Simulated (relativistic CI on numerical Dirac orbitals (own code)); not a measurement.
Radial Dirac CI calculation of Si²⁺.

Command:

```sh
python run_levels.py task.json out
```

Input:

```
atom Si  Z=14  charge=2  electrons=12
nucleus A=28  rms_radius_fm=3.1224
hamiltonian dirac-coulomb  breit=on  qed=on  c_scale=1.25
orbitals kli  potential=per-configuration
slater_scale 1.2
correlation none
mixing on
grid step=0.0125 r_max=102.9
scf mixing=0.4 start=green max_iterations=150 tolerance=2e-08 node_fill=0.05
configurations
  [Ne] 3s2
end
```

Output:

```
SCF 1: [Ne] 3s2
 iter      energy (Ha)   residual   last orbital (Ha)
    1      -285.368048   1.32e+00     -1.70357
    2      -287.773941   5.92e-01     -1.39360
    3      -288.389018   4.22e-02     -1.18687
    4      -288.391495   2.21e-02     -1.19065
    5      -288.392548   7.28e-04     -1.17783
    6      -288.392549   2.65e-04     -1.17840
    7      -288.392550   3.04e-05     -1.17842
    8      -288.392550   1.51e-06     -1.17841
    9      -288.392550   7.27e-07     -1.17841
   10      -288.392550   1.63e-08     -1.17841
orbital energies (Ha): 1s -66.4786  2s -6.1402  2p1/2 -4.5306  2p3/2 -4.5154  3s -1.1784
configuration averages (Ha): Dirac-Coulomb, Breit, QED
  3s2                           -288.392550    0.034966    0.034673
levels: no., configuration, term, J, E (cm-1), weight
   1 3s2                    1S   0                0.0  1.00
lowest total energy -288.322912 Ha
end: converged
```

Against the reference input this run has: speed of light × 1.25, end of the grid at 102.9 bohr, Slater scale 1.2. The reference run ends at -288.528703 Ha with Breit and QED terms. With a changed speed of light or nuclear radius the levels are not those of the real ion, and the QED model is not rescaled.

Run time about 0.039 s of CPU on one thread of Neoverse-V1 (shared host).
